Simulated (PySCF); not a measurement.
Two-component Hartree-Fock for Tc (technetium, neutral)

Start: [Kr] 4d6 5s1; 4d3/2 filled at m_j = +3/2; 4d5/2 filled at m_j = -3/2, -1/2, +1/2, +3/2, +5/2; 5s1/2 filled at m_j = +1/2. Calculated with PySCF 2.14 in x2c-TZVPall-2c (8s9p7d1f, 77 functions): generalised Hartree-Fock with the X2C-1e Hamiltonian and a Gaussian nucleus; one run each with spin-orbit coupling (SO) switched off, then screened by Boettger's factors. This is a chosen level, not necessarily the ground level.

```csv
spinor shell,electrons,"ε, spin-free (eV)","ε, screened SO (eV)",weight of nominal j (screened SO),"rms radius, screened SO (bohr)"
1s1/2,2,-21156.4,-21155.2,1.000,0.0394
2s1/2,2,-3092.8,-3092.5,1.000,0.162
2p1/2,2,-2761.1,-2842.7,1.000,0.141
2p3/2,4,-2761.1,-2722.8,1.000,0.145
3s1/2,2,-569.09,-568.97,1.000,0.442
3p1/2,2,-457.21,-471.41,1.000,0.439
3p3/2,4,-457.21,-450.49,1.000,0.450
3d3/2,4,-276.30,-278.79,0.982,0.433
3d5/2,6,-276.30,-274.51,0.988,0.437
4s1/2,2,-86.283,-86.238,1.000,1.14
4p1/2,2,-53.019,-57.731,0.710,1.27
4p3/2,4,-53.019,-50.685,0.855,1.28
4d5/2,5,-9.924,-10.546,0.572,1.95
4d3/2,1,-9.924,-6.784,0.771,2.09
5s1/2,1,-6.493,-6.491,0.997,3.86
```

```csv
quantity,spin-free,screened SO
E (hartree),-4282.74448,-4283.30156
M_J,9/2,9/2
⟨J²⟩,24.765,24.766
⟨L²⟩,6.009,6.049
⟨S²⟩,8.756,8.740
```

Each row is a mean over spinors that exchange with the open shell spreads, by up to 7.808 eV (4p3/2).

Rows whose weight is well below 1 are mixtures of j = l ± 1/2: exchange outweighs spin-orbit coupling there, and the label is only the starting occupation.

Breit and QED terms are absent; they matter most for the inner s and p1/2 levels.

Densities and radii are taken from the X2C orbitals without a picture-change correction, which distorts them close to the nucleus.

Without spin-orbit coupling the j labels of p, d and f shells carry no meaning; the spin-free column gives the mean over the occupied spinors of each nl shell.
